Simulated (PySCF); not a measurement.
# Bonding in `C[Si](C)(C)c1nccnn1`

C₆H₁₁N₃Si.
Numbering: `[CH3:1][Si:2]([CH3:3])([CH3:4])[c:5]1[n:6][cH:7][cH:8][n:9][n:10]1` (hydrogens: H11, H12, H13 on C1; H14, H15, H16 on C3; H17, H18, H19 on C4; H20 on C7; H21 on C8)

Cartesian coordinates in Å at the GFN2-xTB level; atoms count from 1:
```
atom  x, y, z in Å
C1    -1.7915   -1.1723   -0.9088
Si2   -0.9239    0.3482   -0.1532
C3    -1.9215    1.0977    1.2810
C4    -0.5411    1.6378   -1.5046
C5     0.7597   -0.2473    0.5217
N6     1.5999   -0.8267   -0.3477
C7     2.7588   -1.2240    0.1321
C8     3.0582   -1.0395    1.4834
N9     2.1846   -0.4589    2.2848
N10    1.0408   -0.0626    1.8025
H11   -1.1916   -1.6095   -1.7012
H12   -2.7552   -0.9039   -1.3304
H13   -1.9629   -1.9424   -0.1622
H14   -2.8261    1.5782    0.9208
H15   -2.2146    0.3367    1.9973
H16   -1.3380    1.8387    1.8183
H17   -0.0223    2.4996   -1.0947
H18    0.0883    1.2118   -2.2802
H19   -1.4519    1.9958   -1.9745
H20    3.4503   -1.6894   -0.5602
H21    3.9911   -1.3510    1.9299
```

Bond orders from the PBE0/pcSseg-1 density (PySCF). Geometry: GFN2-xTB; no solvent, vibrations or thermal averaging.

(1) Where do the orders between heavy atoms depart from those drawn in the SMILES?

(2) Set the Mayer orders of the bonds beside their lengths.

Answers

(1) The largest departure is 0.264, at Si2–C5 (drawn single, 0.736), counting aromatic bonds as 1.5. Drawn single, order below 0.88: Si2–C5 (0.736). The bonds drawn aromatic range from 1.30 to 1.52.

(2) 
| bond | drawn as | length (Å) | Mayer order |
| --- | --- | --- | --- |
| C1–Si2 | single | 1.907 | 0.983 |
| Si2–C3 | single | 1.901 | 0.993 |
| Si2–C4 | single | 1.907 | 0.983 |
| Si2–C5 | single | 1.909 | 0.736 |
| C5–N6 | aromatic | 1.341 | 1.321 |
| N6–C7 | aromatic | 1.316 | 1.525 |
| C7–C8 | aromatic | 1.396 | 1.305 |
| C8–N9 | aromatic | 1.320 | 1.489 |
| N9–N10 | aromatic | 1.303 | 1.328 |
| N10–C5 | aromatic | 1.324 | 1.422 |
| C1–H11 | single | 1.086 | 0.950 |
| C1–H12 | single | 1.086 | 0.955 |
| C1–H13 | single | 1.086 | 0.953 |
| C3–H14 | single | 1.086 | 0.953 |
| C3–H15 | single | 1.085 | 0.951 |
| C3–H16 | single | 1.085 | 0.949 |
| C4–H17 | single | 1.086 | 0.953 |
| C4–H18 | single | 1.086 | 0.950 |
| C4–H19 | single | 1.086 | 0.955 |
| C7–H20 | single | 1.084 | 0.966 |
| C8–H21 | single | 1.080 | 0.964 |

Bonds between the same two heavy elements. C–Si: lowest Si2–C5 (0.736, 1.909 Å), highest Si2–C3 (0.993, 1.901 Å). C–N: lowest C5–N6 (1.321, 1.341 Å), highest N6–C7 (1.525, 1.316 Å).

**Question.** Sum the orders of all bonds at each heavy atom with more than one neighbour and set the sums beside the valence in the SMILES.

**Answer.** C1 3.841 (drawn 4), Si2 3.695 (drawn 4), C3 3.846 (drawn 4), C4 3.841 (drawn 4), C5 3.479 (drawn 4), N6 2.846 (drawn 3), C7 3.796 (drawn 4), C8 3.758 (drawn 4), N9 2.817 (drawn 3), N10 2.750 (drawn 3). Orders between atoms that aren't bonded are not in these sums.

Mayer orders depend on the basis set.
